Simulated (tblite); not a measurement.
Problem. Write Cartesian coordinates for `N#CC[Si@@H]([SiH3])[SiH2]Cl` as optimised with GFN2-xTB.

Solution. 
```xyz
15
C2H8ClNSi3 angstrom
N      0.9061   -3.3574    0.7546
C      0.1704   -2.5715    0.3638
C     -0.7106   -1.5519   -0.0958
Si    -0.0630    0.1760    0.5028
Si     2.1289    0.4699   -0.2507
Si    -1.7061    1.6804   -0.1787
Cl    -1.0212    3.5344    0.2803
H     -1.7096   -1.7510    0.2934
H     -0.7552   -1.5906   -1.1851
H     -0.1147    0.0474    1.9764
H      2.7794    1.5604    0.4780
H      2.1249    0.8388   -1.6726
H      2.9473   -0.7328   -0.1110
H     -1.9539    1.6838   -1.6242
H     -3.0272    1.5721    0.4467
```

Orientation and origin are arbitrary. Atoms count from 1 in this order. Si5 (SiH3 silicon) is distorted tetrahedral (angles from 107.2° to 113.0°). Si4 (SiH silicon) is distorted tetrahedral (angles from 102.6° to 119.1°). Si6 (chlorine-bound silicon) is distorted tetrahedral (angles from 105.6° to 117.6°).

Bonds between heavy atoms (Å): N1≡C2 1.145, C2–C3 1.424, C3–Si4 1.940, Si4–Si5 2.336, Si4–Si6 2.330, Si6–Cl7 2.029.

Structure optimised with GFN2-xTB, isolated species.

Point group: C1 (no symmetry element, even within 0.4 Å). Its GFN2-xTB frequencies are all real (lowest 23 cm⁻¹). The numbers are those of one conformer (C2–C3–Si4–Si5 56°, C3–Si4–Si6–Cl7 -175°). 3 starts were optimised and ended at 0.00, 1.21 and 1.22 kcal/mol (GFN2-xTB); the lowest of these is shown.

These are computed values.
